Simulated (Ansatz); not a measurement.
Reaction (ligand exchange at the In–Cl bond): `[Cl][InH][Cl]` + `C[SeH]` → `C[Se][InH][Cl]` + HCl

Isolated molecules relaxed with PBE0-D4/def2-TZVP in Ansatz; ΔE leaves out vibrations. CBS: MP2 limit from def2 TZ/QZ plus the TZ coupled-cluster correction, frozen cores. This one scheme is used for every species. Functionals use def2-TZVPP. B3LYP here is the variant with VWN-RPA as its local correlation; programs differ in this. HSE06 is defined as in plane-wave codes. Elements past krypton have def2 core potentials. For In, Se outer-core shells are correlated without core-valence functions, which leaves a few kJ/mol of doubt a bond. Scalar relativity is left out up to krypton. Each species was taken in one conformer, which may not be the lowest.

```
             level  ΔE (kcal/mol)  difference from CCSD(T)/CBS
            PBE-D4           -0.4                         -0.2
         revPBE-D4           -0.2                          0.0
           BLYP-D4            0.1                          0.3
         r2SCAN-D4            0.9                          1.1
            B97M-V            3.0                          3.2
           PBE0-D4            0.3                          0.5
          B3LYP-D4            0.6                          0.8
        r2SCANh-D4            1.0                          1.2
        r2SCAN0-D4            1.1                          1.3
          HSE06-D4            0.3                          0.5
          BHLYP-D4            1.3                          1.5
      CAM-B3LYP-D4            1.9                          2.1
           ωB97X-V            2.2                          2.4
           ωB97M-V            1.6                          1.8
          PBE-QIDH            0.9                          1.1
               PBE            0.8                          1.0
            revPBE            1.7                          1.9
              BLYP            2.2                          2.4
             B3LYP            2.4                          2.6
           r2SCANh            1.3                          1.5
           r2SCAN0            1.4                          1.6
             HSE06            1.3                          1.5
             BHLYP            3.3                          3.5
         CAM-B3LYP            3.0                          3.2
           LC-ωPBE            2.9                          3.1
RPA@PBE/def2-TZVPP            0.7                          0.9
       HF/def2-SVP            6.4                          6.6
      MP2/def2-SVP            1.7                          1.9
     CCSD/def2-SVP            2.7                          2.9
  CCSD(T)/def2-SVP            2.2                          2.4
     HF/def2-TZVPP            5.6                          5.8
    MP2/def2-TZVPP           -0.6                         -0.4
SCS-MP2/def2-TZVPP            0.8                          1.0
CCSD(T)/def2-TZVPP            0.5                          0.7
     HF/def2-QZVPP            5.8                          6.0
    MP2/def2-QZVPP           -0.9                         -0.7
SCS-MP2/def2-QZVPP            0.6                          0.8
      HF/CBS(def2)            5.8                          6.0
     MP2/CBS(def2)           -1.3                         -1.1
    CCSD/CBS(def2)            0.5                          0.7
       CCSD(T)/CBS           -0.2                            0
```

Largest T1 diagnostic among the species: 0.013.

In def2-TZVPP, CCSD(T) changes the Hartree–Fock value by −5.2 kcal/mol (the triples alone add −0.7 kcal/mol) and MP2 by −6.2 kcal/mol. From BLYP to BHLYP (50 % exact exchange), in def2-TZVPP and without D4, ΔE moves by +1.0 kcal/mol. Leaving LDA and LC-ωPBE aside and taking each functional with its dispersion term where it has one, the values spread over 3.4 kcal/mol, from PBE-D4 to B97M-V. LDA lies −1.9 kcal/mol from PBE without D4.
